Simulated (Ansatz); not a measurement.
Geometry optimisation, RKS PBE/def2-SVP (Ansatz 0.2.0).

input.yaml

```yaml
crystal:
  periodic: [false, false, false]
  atoms:
    - { symbol: B, position_ang: [0.3412, 1.1794, 1.5894] }
    - { symbol: Ge, position_ang: [-0.1592, -0.6516, 0.9691] }
    - { symbol: F, position_ang: [-1.3686, -1.3412, 2.0552] }
    - { symbol: "N", position_ang: [-0.7953, -0.6003, -0.764] }
    - { symbol: C, position_ang: [0.193, -0.2898, -1.7256] }
    - { symbol: H, position_ang: [1.0741, 1.8856, 0.9704] }
    - { symbol: H, position_ang: [-0.2032, 1.6769, 2.5399] }
    - { symbol: H, position_ang: [1.1667, -1.5008, 0.979] }
    - { symbol: H, position_ang: [-1.5684, 0.1797, -0.7422] }
    - { symbol: H, position_ang: [-0.70621, -1.53077, -1.21995] }
    - { symbol: H, position_ang: [-0.2405, -0.2559, -2.7137] }
    - { symbol: H, position_ang: [0.6505, 0.7214, -1.4657] }
basis:
  gaussian: { orbitals: def2-SVP }
hamiltonian:
  xc: pbe
relax:
  f_tol: 0.02
  max_steps: 50
output:
  orbitals: {}
```

Command:

```bash
$ ansatz run input.yaml --threads 2 --pin off --max-ram 3072MiB --backend cpu --events-out ev --progress --plain --runs-dir out
```

Task: Where does it end, and by what steps?

Result: It converged. After 31 steps the energy has fallen by 5.071 eV; H7 moved furthest, 2.16 Å. Joined: B1–C5.

| step | energy less start (eV) | largest force component (eV/Å) | accepted |
| --- | --- | --- | --- |
| 0 | 0.0000 | 3.486 | yes |
| 2 | -1.2025 | 1.187 | yes |
| 4 | -1.5034 | 0.671 | yes |
| 6 | -1.6338 | 0.449 | yes |
| 8 | -1.7191 | 0.709 | yes |
| 10 | -1.8091 | 0.416 | yes |
| 12 | -1.9255 | 0.563 | yes |
| 14 | -2.0360 | 0.880 | yes |
| 16 | -2.1879 | 0.411 | yes |
| 18 | -2.4320 | 0.809 | yes |
| 20 | -3.0161 | 0.830 | yes |
| 22 | -3.9786 | 1.303 | yes |
| 24 | -4.8548 | 0.692 | yes |
| 26 | -5.0444 | 0.310 | yes |
| 28 | -5.0682 | 0.066 | yes |
| 30 | -5.0711 | 0.022 | yes |
| 31 | -5.0712 | 0.009 | yes |

```xyz
12
Properties=species:S:1:pos:R:3
B 0.320 1.126 0.648
Ge -0.065 -0.854 1.256
F -1.540 -1.427 2.067
N -0.728 -0.642 -0.734
C 0.257 0.501 -0.877
H -0.714 1.721 0.953
H 1.355 1.640 1.045
H 0.745 -2.205 1.132
H -1.692 -0.280 -0.671
H -0.711 -1.363 -1.471
H -0.060 1.208 -1.674
H 1.217 0.048 -1.202
```

Time of the run: 2.3 min on 2 threads of Arm Neoverse V1, with other jobs on the host, peak memory 0.26 GiB.
